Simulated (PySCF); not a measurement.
Phosphorus: a sound run and one with changed settings

Sound run: P⁺ [Ne] 3s2 3p2, P²⁺ [Ne] 3s2 3p1. All numbers are calculated (PySCF 2.14, no relativity, point nucleus, in cc-pV(T+d)Z). The sound run starts from symmetry-adapted Hartree-Fock orbitals and uses a fine grid where one is needed.

Changed run: 14 angular points. This setting is unsound on purpose.

```tsv
species	method	sound run (hartree)	changed run (hartree)	converged
P⁺	UHF	-340.35204	-340.35204	yes
P⁺	M06-2X	-340.86786	-340.86989	yes
P⁺	B3LYP	-340.90420	-340.90455	yes
P²⁺	UHF	-339.64783	-339.64783	yes
P²⁺	M06-2X	-340.14777	-340.14916	yes
P²⁺	B3LYP	-340.17880	-340.17869	yes
```

Ionisation energy of P⁺:

| method | sound run (eV) | changed run (eV) |
| --- | --- | --- |
| UHF | 19.163 | 19.163 |
| M06-2X | 19.595 | 19.612 |
| B3LYP | 19.739 | 19.752 |

A coarse angular grid integrates products of high-l functions wrongly, so density functionals can shift, and the SCF can exploit the error; Hartree-Fock and MP2 need no grid.

For comparison, NIST gives 19.769 eV between the lowest levels.
